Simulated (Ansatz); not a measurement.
CH3BFI, SMILES `FCBI` at its PBE0-D4/def2-TZVP geometry, where that method's forces vanish. Charge 0, multiplicity 1. I: def2 effective core potential.

```xyz
7

F     1.7212   -0.0532   -0.2550
C     0.3969   -0.3324   -0.5169
B    -0.6468    0.2741    0.4597
I    -0.0940    1.4611    2.1005
H     0.1626    0.0087   -1.5373
H     0.2668   -1.4256   -0.5354
H    -1.8067    0.0673    0.2845
```

Task: What forces (eV/Å) does ωB97M-V/def2-TZVPP give on these atoms in the Gaussian-basis code of Ansatz? (Estimate.)

Result: Computed: 
```
F1   0.244  0.077  0.084
C2  -0.301 -0.148 -0.181
B3  -0.157 -0.001  0.014
I4   0.012 -0.015 -0.022
H5   0.019 -0.031  0.092
H6   0.010  0.099  0.001
H7   0.172  0.020  0.011
```
